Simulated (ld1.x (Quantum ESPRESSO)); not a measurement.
## As: one change to an RRKJ potential, before and after

* Element: As (Z = 33)
* Generator: ld1.x (Quantum ESPRESSO) 7.5
* Type: norm-conserving RRKJ (Kleinman–Bylander form)
* Functional: LDA (PZ)
* Relativity: scalar-relativistic
* Frozen core: [Ar] 3d10
* Valence charge: 5
* Reference configuration: 4s1.5 4p3.5
* Partial waves: 4p (bound): rc 1.35 bohr; 4s (bound): rc 1.25 bohr
* Local potential: the s channel
* Core correction: none

All-electron outer shells of the reference configuration (LDA (PZ), scalar-relativistic, ld1.x):

```json
{"shell": "3p", "level (eV)": "-134.26", "outermost node (bohr)": "0.22", "outermost maximum (bohr)": "0.52"}
{"shell": "3d", "level (eV)": "-41.72", "outermost node (bohr)": "–", "outermost maximum (bohr)": "0.47"}
{"shell": "4s", "level (eV)": "-15.16", "outermost node (bohr)": "0.73", "outermost maximum (bohr)": "1.59"}
{"shell": "4p", "level (eV)": "-5.67", "outermost node (bohr)": "0.78", "outermost maximum (bohr)": "1.95"}
```

Change: core correction a·sin(br)/r model core inside 1.54 bohr.

Cutoffs: the cutoffs (Ry, on a coarse ladder) from which the occupation-weighted sum of valence levels, in a spherical-Bessel basis at the reference potential, stays within 10 and 1 mRy of its value at 400 Ry; they do not see the model core or the augmentation charge, which bear on the density cutoff. Errors are all-electron minus pseudo energies relative to the spin-unpolarised reference configuration.

Q: How do hardness, ghosts and transferability respond?

A: The potential gets neither clearly harder nor softer (70 Ry and 140 Ry → 70 Ry and 140 Ry); both files keep a bound ghost (p); of the 9 tests that both files solve, the error grows in 1 and shrinks in 6 by more than 15 % and 0.3 meV (median size 2.2 → 2.3 meV). A model core, the more so a compact one, raises the density cutoff, which this test does not measure.

```csv
quantity,base,changed
"cutoff, loose",70 Ry,70 Ry
"cutoff, tight",140 Ry,140 Ry
bound ghosts,p,p
"error for 4s2 4p3, meV [ΔE -4.71 eV]",+2.2,-0.7
"error for 4s2 4p2, meV [ΔE 4.62 eV]",+2.0,-2.3
"error for 4s2 4p1, meV [ΔE 22.78 eV]",+12,-20
"error for 4s2 4p3.3, meV [ΔE -5.99 eV]",+1.9,-1.5
"error for 4s1 4p4, meV [ΔE 4.77 eV]",+1.6,-1.6
"error for 4s2 4p2.5, meV [ΔE -1.07 eV]",+2.1,-0.2
"error for 4s2 4p0, meV [ΔE 50.82 eV]",+89,-58
"error for 4s1.5 4p3.5 (spin-polarised), meV [ΔE -1.38 eV]",+271,+42
"error for 4s2 4p3 (spin-polarised), meV [ΔE -6.03 eV]",+173,+23
s: phases at 1.51 bohr within 0.05 rad from the reference energy up to (Ry; the scan ends near 5),1.7,1.7
p: phases at 1.51 bohr within 0.05 rad from the reference energy up to (Ry; the scan ends near 5),1.1,1.1
```

 A true bound ghost makes a file unfit for plane-wave use even where its test errors are small: the radial tests pick states by their node count and pass the ghost by.
